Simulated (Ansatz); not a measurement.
BFGeH$_{5}$NO (`[NH2][GeH2][O]BF`), relaxed with RKS PBE-D4/def2-SVP in the Gaussian-basis code of Ansatz from a rough embedded geometry. The force threshold is 0.03 eV/Å; the program also tests the step.

Charge 0, multiplicity 1.

Start:

```xyz
10

N    -0.323   -0.608    2.068
Ge   -0.440    0.012    0.311
O     1.197    0.086   -0.358
B     1.145    0.553   -1.697
F     1.161    1.956   -2.044
H    -0.002   -1.537    2.073
H    -1.345   -0.647    2.417
H    -1.263   -0.951   -0.503
H    -1.080    1.404    0.311
H     0.950   -0.266   -2.579
```

```tsv
step	energy (eV)	largest force (eV/Å)	largest move (Å)
1	-63503.8399	3.148	0.000
2	-63504.2544	2.075	0.192
3	-63504.3838	1.463	0.136
4	-63504.4358	1.543	0.041
5	-63504.5576	0.337	0.200
6	-63504.6184	0.297	0.200
7	-63504.6697	0.622	0.200
8	-63504.6827	1.280	0.176
9	-63504.7852	0.359	0.200
10	-63504.7956	0.383	0.151
11	-63504.8014	0.325	0.021
12	-63504.8128	0.425	0.200
13	-63504.8263	0.539	0.141
14	-63504.8785	0.259	0.101
15	-63504.8895	0.092	0.170
16	-63504.8927	0.076	0.038
17	-63504.8933	0.016	0.016
```

End:

```xyz
10

N    -0.466   -0.833    1.785
Ge   -0.971    0.032    0.254
O     0.413    0.994   -0.486
B     1.176    0.595   -1.523
F     2.184    1.387   -1.917
H     0.209   -1.593    1.651
H    -0.128   -0.219    2.534
H    -1.421   -1.023   -0.783
H    -2.004    1.116    0.615
H     1.006   -0.454   -2.130
```

Hardware: 4 threads of a server CPU on a shared host. Wall time 24 s, peak host memory 0.19 GiB.
